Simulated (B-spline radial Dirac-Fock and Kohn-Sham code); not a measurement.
**What relativity does to the binding energies of Tm**

System: neutral thulium, [Xe] 4f13 6s2.

Both columns are ΔSCF binding energies of the configuration average from a B-spline atomic structure program: non-relativistic Hartree-Fock with a point nucleus, and Dirac-Fock with a finite nucleus and the Coulomb interaction alone, averaged over the two j levels with weights 2j+1.

```
shell  Hartree-Fock (eV)  Dirac-Fock (eV)  shift (eV)  shift (%)
   1s            55506.6          59662.9    +4156.25      +7.49
   2s             9066.5          10154.7    +1088.18     +12.00
   2p             8640.0           8995.8     +355.83      +4.12
   3s             2054.1           2318.3     +264.23     +12.86
   3p             1859.9           1957.5      +97.61      +5.25
   3d             1501.8           1487.9      -13.86      -0.92
   4s              412.9            476.1      +63.23     +15.31
   4p              333.3            355.2      +21.92      +6.58
   4d              190.2            186.9       -3.32      -1.74
   4f              11.10             5.27       -5.83     -52.52
   5s              53.66            61.84       +8.18     +15.25
   5p              30.15            31.35       +1.19      +3.96
   6s               4.75             5.09       +0.35      +7.30
```

Relativity binds 1s, 2s, 2p, 3s, 3p, 4s, 4p, 5s, 5p, 6s more strongly, among those listed most of all 4s in relative terms, and 3d, 4d, 4f more weakly, because the contracted s and p shells screen the nucleus better.

Values without a named source are computed, but for edge energies of neutral atoms, which are taken from tables.
